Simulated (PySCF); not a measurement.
Problem. Write Cartesian coordinates for SiH2Me(NHiPr), `C[SiH2]NC(C)C` as optimised with PBE0-D3(BJ)/def2-SVP.

Solution. 
```xyz
19
C4H13NSi angstrom
Si     0.349    1.463   -0.076
H      0.950    1.510    1.304
H      1.501    1.567   -1.027
C     -0.795    2.933   -0.290
H     -1.612    2.918    0.449
H     -1.237    2.943   -1.298
H     -0.238    3.873   -0.153
N     -0.593    0.039   -0.400
C     -0.192   -1.349   -0.231
C     -0.448   -1.860    1.186
C      1.264   -1.536   -0.631
H     -1.594    0.168   -0.295
H     -0.800   -1.960   -0.924
H      0.162   -1.300    1.914
H     -0.202   -2.930    1.280
H     -1.506   -1.731    1.464
H      1.937   -0.977    0.042
H      1.550   -2.596   -0.572
H      1.440   -1.182   -1.658
```

Any rigid rotation of these coordinates is as good. Atoms count from 1 in this order. Si1 (silicon bonded to C, N and 2 H) is distorted tetrahedral (angles from 105.9° to 114.4°). N8 (nitrogen bonded to C, Si and H) has angles 127.6°, 114.3° and 112.4°, sum 354.3°, 0.19 Å off the plane of its three neighbours. Of the pairs four or more bonds apart, Si1···H17 is among the closest relative to their van der Waals radii: 2.91 Å, 88 % of the sum of Bondi's values.

Bonds between heavy atoms (Å): Si1–C4 1.875, Si1–N8 1.738, N8–C9 1.454, C9–C10 1.528, C9–C11 1.521.

Level of theory: PBE0-D3(BJ)/def2-SVP geometry optimisation, gas phase in PySCF 2.14.0.

Point group: C1 (no symmetry element, even within 0.4 Å). PBE0-D3(BJ)/def2-SVP frequencies: not computed here. One conformer, not necessarily the lowest (C4–Si1–N8–C9 -173°, Si1–N8–C9–C10 87°).
